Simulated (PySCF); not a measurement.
Compound: C3H4Si (triplet state).
Numbering: `[CH:1]#[C:2][C:3][SiH3:4]` (hydrogens: H5 on C1; H6, H7, H8 on Si4)

Method: UKS B3LYP, pcH-1 on C H Si, non-relativistic, mean-field spin-orbit, GIAO (PySCF). Geometry: GFN2-xTB; no solvent, vibrations or thermal averaging. This triplet need not be the ground state; the singlet was not compared here. The geometry wasn't refined by DFT: couplings that depend on bond lengths, twists or pyramidal angles can differ widely from those at the functional's own minimum. Stability of the SCF solution: not tested.

Principal values of hyperfine tensors in MHz (contact, dipolar and spin–orbit terms together), for some of the nuclei:

| atom | isotope | A1 | A2 | A3 | alike by the symmetry of this geometry |
| --- | --- | --- | --- | --- | --- |
| C2 | 13C | -70.86 | -70.86 | -37.60 | none |
| C3 | 13C | 0.95 | 80.71 | 80.73 | none |
| C1 | 13C | 2.10 | 76.77 | 76.77 | none |
| H8 | 1H | 28.96 | 29.62 | 35.20 | H6, H7 |
| Si4 | 29Si | 29.79 | 29.80 | 32.71 | none |

Question: Give the isotropic coupling of each nucleus in MHz and in mT (g = 2.0024), and the anisotropic part.

Answer: a_iso is a third of the trace, T = A − a_iso, and a(mT) = a(MHz)/(g × 13.996). The tensors hold a spin–orbit part: the run splits a_iso into a_FC + a_SO, and T includes its anisotropic share.

```json
{"atom": "C2", "a_iso (MHz)": "-59.77", "a_FC": "-59.80", "a_SO": "0.03", "a_iso (mT)": "-2.133", "T1": "-11.09", "T2": "-11.09", "T3": "22.17"}
{"atom": "C3", "a_iso (MHz)": "54.13", "a_FC": "54.22", "a_SO": "-0.09", "a_iso (mT)": "1.931", "T1": "-53.18", "T2": "26.58", "T3": "26.60"}
{"atom": "C1", "a_iso (MHz)": "51.88", "a_FC": "51.96", "a_SO": "-0.08", "a_iso (mT)": "1.851", "T1": "-49.78", "T2": "24.89", "T3": "24.89"}
{"atom": "H8", "a_iso (MHz)": "31.26", "a_FC": "31.26", "a_SO": "0.00", "a_iso (mT)": "1.115", "T1": "-2.30", "T2": "-1.64", "T3": "3.94"}
{"atom": "Si4", "a_iso (MHz)": "30.77", "a_FC": "30.82", "a_SO": "-0.06", "a_iso (mT)": "1.098", "T1": "-0.98", "T2": "-0.97", "T3": "1.95"}
```

Question: What spin density at the nucleus of C2 lies behind its contact coupling (g_N = 1.40482)?

Answer: a_FC = (2μ0/3) gₑ μB g_N μN ρ(0)/(2S·h) = 800.24 MHz × g_N × ρ(0)/(2S), with ρ in bohr⁻³. With a_FC = -59.80 MHz and 2S = 2, ρ(0) = -0.1064 bohr⁻³.

Question: H5 (1H, g_N = 5.58569) isn't in the table. Its spin density at the nucleus is -0.02069 bohr⁻³. What is its contact coupling?

Answer: By the same relation, a_FC = -46.2 MHz. Its full tensor has the principal values -58.20, -58.20, -22.29 MHz.

Question: Name the largest traceless tensor T of the table and describe it.

Answer: C3: -53.2, 26.6, 26.6 MHz, axial, in the ratio +1:+1:−2.
